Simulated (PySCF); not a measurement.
Compound: C6H8N2.
Numbering: `[CH3:1][NH:2][c:3]1[cH:4][cH:5][cH:6][n:7][cH:8]1`

Probes without a nucleus sit at each ring's centroid and 1 Å off its mean plane on both sides; NICS is minus the shielding there, NICSzz its component along the normal. Level: GIAO PBE0/pcSseg-1 (PySCF, non-relativistic, gas phase) on the GFN2-xTB geometry, one conformer.

Ring bond lengths (Å), with Mayer bond orders in brackets: C3–C4 1.398 (1.33), C4–C5 1.384 (1.45), C5–C6 1.386 (1.40), C6–N7 1.325 (1.45), N7–C8 1.314 (1.55), C8–C3 1.404 (1.28).

Task: What do the NICS probes read (ppm)?

Result: 
```
             ring                                               type  NICS(0)  NICS(1), two faces  NICS(1)zz, two faces  rms pucker (Å)  centre to ring atoms, mean (Å)
C3–C4–C5–C6–N7–C8  6-membered ring with N; formal bonds all aromatic     -7.2       -10.5 / -10.2         -25.8 / -25.4            0.00                            1.37
```

Task: What can be read from them?

Result: 
- C3–C4–C5–C6–N7–C8: mean NICS(1)zz -25.6 ppm, shielded, aromatic by this magnetic criterion (flat ring, no four-coordinate atom).

Task: What does the geometric index give? HOMA = 1 − mean of α(R − Ropt)² over the ring bonds, with Krygowski's 1993 parameters (CC: Ropt 1.388 Å, α 257.7 Å⁻²; CN: Ropt 1.334 Å, α 93.52 Å⁻²).

Result: 
- C3–C4–C5–C6–N7–C8: HOMA 0.98; the largest term is that of C8–C3, α(R − Ropt)² = 0.07. The geometric and the magnetic index point the same way.

The values belong to the conformer `[CH3:1][NH:2][c:3]1[cH:4][cH:5][cH:6][n:7][cH:8]1`: C1–N2–C3–C4 16°.
